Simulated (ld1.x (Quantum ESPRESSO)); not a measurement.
# LDA (PZ) TM dataset for Fe (Z = 26), scalar-relativistic all-electron reference.

Input for ld1.x (Quantum ESPRESSO) 7.5:

```
&input
   title='Fe', zed=26., rel=1, dft='PZ', iswitch=3,
   config='[Ar] 3d7 4s1 4p0',
   nld=3, rlderiv=1.85, eminld=-9.0, emaxld=5.0, deld=0.04
 /
 &inputp
   pseudotype=2, tm=.true., lloc=2,
   nlcc=.true.,
   file_pseudopw='Fe.UPF', file_wfcaegen='ae.wfc', file_wfcncgen='nc.wfc', file_beta='beta', file_chi='chi'
 /
3
3S  1  0   2.00   0.00  1.05  1.05  0.0
3P  2  1   6.00   0.00  1.05  1.05  0.0
3D  3  2   7.00   0.00  1.70  1.70  0.0
 &test
   configts(1)='3s2 3p6 3d7 4s1 4p0'
 /
```

Command:

```bash
ld1.x < Fe.in > Fe.out
```

Output (shortened: banner, matrices, multipoles, cross overlaps and the repeated all-electron block are left out):

```
Program LD1 v.7.5
     --------------------------- All-electron run ----------------------------

     Fe
     scalar relativistic calculation

     atomic number is 26.00
     dft =PZ   lsd =0 sic =0 latt =0  beta=0.20 tr2=1.0E-14
     Exchange-correlation= PZ
                           (   1   1   0   0   0   0   0)
     mesh =1191 r(mesh) = 101.18024 a.u. xmin = -7.00 dx = 0.01250
     1 Ry =  13.60569312 eV, c = 137.03599908

     n l     nl                  e(Ry)          e(Ha)          e(eV)
     1 0     1S 1( 2.00)      -512.9343      -256.4671     -6978.8264
     2 0     2S 1( 2.00)       -59.7439       -29.8719      -812.8566
     2 1     2P 1( 6.00)       -50.9357       -25.4679      -693.0156
     3 0     3S 1( 2.00)        -6.5412        -3.2706       -88.9974
     3 1     3P 1( 6.00)        -4.0824        -2.0412       -55.5437
     3 2     3D 1( 7.00)        -0.2986        -0.1493        -4.0632
     4 0     4S 1( 1.00)        -0.3290        -0.1645        -4.4760
     4 1     4P 1( 0.00)        -0.0709        -0.0354        -0.9644

     final scf error:  4.4E-15 reached in  30 iterations

     Etot =   -2540.431354 Ry,   -1270.215677 Ha,  -34564.329409 eV

     Ekin =    2569.584048 Ry,    1284.792024 Ha,   34960.972012 eV
     Encl =   -6087.213521 Ry,   -3043.606760 Ha,  -82820.759135 eV
     Eh   =    1084.063107 Ry,     542.031554 Ha,   14749.429964 eV
     Exc  =    -106.864989 Ry,     -53.432495 Ha,   -1453.972251 eV

     normalization and overlap integrals

     s(1S/1S) =  1.000000  <r> =   0.0586  <r2> =    0.0046  r(max) =   0.0385
     s(2S/2S) =  1.000000  <r> =   0.2675  <r2> =    0.0845  r(max) =   0.2241
     s(2P/2P) =  1.000000  <r> =   0.2358  <r2> =    0.0683  r(max) =   0.1790
     s(3S/3S) =  1.000000  <r> =   0.8159  <r2> =    0.7703  r(max) =   0.6990
     s(3P/3P) =  1.000000  <r> =   0.8658  <r2> =    0.8879  r(max) =   0.7167
     s(3D/3D) =  1.000000  <r> =   1.2726  <r2> =    2.3222  r(max) =   0.7167
     s(4S/4S) =  1.000000  <r> =   3.1630  <r2> =   11.7223  r(max) =   2.5015
     s(4P/4P) =  1.000000  <r> =   4.9134  <r2> =   29.3364  r(max) =   3.6855

     ------------------------ End of All-electron run ------------------------

     --------------------- Generating NC pseudopotential ---------------------

      Generating local pot.: lloc=2, matching radius rcloc =   1.7000

      Computing core charge for nlcc:

       r > 0.39 : true rho core
       r < 0.39 : rho core = a sin(br)/r    a=  47.20  b=   6.69

      Integrated core pseudo-charge :   4.74

      Wfc   3S  rcut= 1.043  Using Troullier-Martins method

      Wfc   3P  rcut= 1.043  Using Troullier-Martins method

     ------------------- End of pseudopotential generation -------------------

     Computing logarithmic derivative in   1.84167

       Warning: n=1, l=0 expected 0 nodes, found 1
       Setting wfc to zero for this iteration
       (This warning will only be printed once per wavefunction)

       Warning: n=2, l=1 expected 0 nodes, found 1
       Setting wfc to zero for this iteration
       (This warning will only be printed once per wavefunction)

     Computing logarithmic derivative in   1.84167
     Computing the partial wave expansion
     R is outside the sphere for l=    0 j= 0.00
     R is outside the sphere for l=    1 j= 0.00
       no projector for channel:   2

     ---------------------- Testing the pseudopotential ----------------------

     Fe
     scalar relativistic calculation

     atomic number is 26.00   valence charge is 16.00
     dft =PZ   lsd =0 sic =0 latt =0  beta=0.20 tr2=1.0E-14
     mesh =1191 r(mesh) = 101.18024 xmin = -7.00 dx = 0.01250

     n l     nl             e AE (Ry)        e PS (Ry)    De AE-PS (Ry)
     1 0     3S   1( 2.00)       -6.54119       -6.54123        0.00004
     2 1     3P   1( 6.00)       -4.08239       -4.08244        0.00006
     3 2     3D   1( 7.00)       -0.29864       -0.29864        0.00000
     2 0     4S   1( 1.00)       -0.32898       -0.31861       -0.01037  !
     3 1     4P   1( 0.00)       -0.07088       -0.06201       -0.00887  !

     eps = 7.7E-16  iter = 29

     Etot =   -2540.431354 Ry,   -1270.215677 Ha,  -34564.329409 eV
     Etotps =  -255.436738 Ry,    -127.718369 Ha,   -3475.393872 eV

     Ekin =     117.929660 Ry,      58.964830 Ha,    1604.514770 eV
     Encl =    -581.030297 Ry,    -290.515148 Ha,   -7905.319912 eV
     Ehrt =     209.959347 Ry,     104.979674 Ha,    2856.642446 eV
     Ecxc =     -40.315092 Ry,     -20.157546 Ha,    -548.514764 eV
     (Ecc =     -12.547712 Ry,      -6.273856 Ha,    -170.720320 eV)
     Epseu=      38.019643 Ry,      19.009821 Ha,     517.283589 eV

     ---------------------- End of pseudopotential test ----------------------
```

ld1.x takes every shell without a wave as core, so the model core holds the 4s electrons as well and exchange and correlation see them twice. This cancels in the reference configuration, but the file is broken for other ones, and its errors say nothing about a proper core correction.

Generation and configuration tests took about 2.1 s on one core of a shared server CPU.
